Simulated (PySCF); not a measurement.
Si(F)(OH)2(OEt) (C2H7FO3Si), SMILES [Si](O)(O)(F)OCC.

Geometry optimised at B3LYP-D3(BJ)/def2-SVP. Other conformers were not sampled.

Calculation: PySCF with TDA-LC-ωPBE/def2-SVPD.

Vertical excitations. Gas-phase values at a fixed geometry.

Question: List the lowest excited states. (Estimate from the structure and the level; the computed values follow.)

Answer: 
| state | energy (eV) | λ (nm) | f | main pairs |
|---|---|---|---|---|
| S1 | 8.57 | 145 | 0.005 | HOMO→LUMO 69 % |
| S2 | 8.84 | 140 | 0.011 | HOMO−2→LUMO 70 %, HOMO−3→LUMO+1 14 % |
| S3 | 9.08 | 137 | 0.037 | HOMO−3→LUMO 44 %, HOMO−2→LUMO+1 22 %, HOMO−1→LUMO 11 % |
| S4 | 9.45 | 131 | 0.021 | HOMO−1→LUMO 49 %, HOMO→LUMO+2 13 % |
| S5 | 9.47 | 131 | 0.022 | HOMO→LUMO+2 34 %, HOMO→LUMO+1 16 %, HOMO−1→LUMO 10 % |
| S6 | 9.88 | 125 | 0.056 | HOMO−6→LUMO 19 %, HOMO−7→LUMO 12 %, HOMO−4→LUMO 12 %, HOMO−5→LUMO 8 % |
| T1 | 8.25 | 150 | 0 | HOMO→LUMO 56 % |
| T2 | 8.36 | 148 | 0 | HOMO−2→LUMO 63 %, HOMO−3→LUMO+1 15 % |
Triplets are in the Tamm–Dancoff approximation.
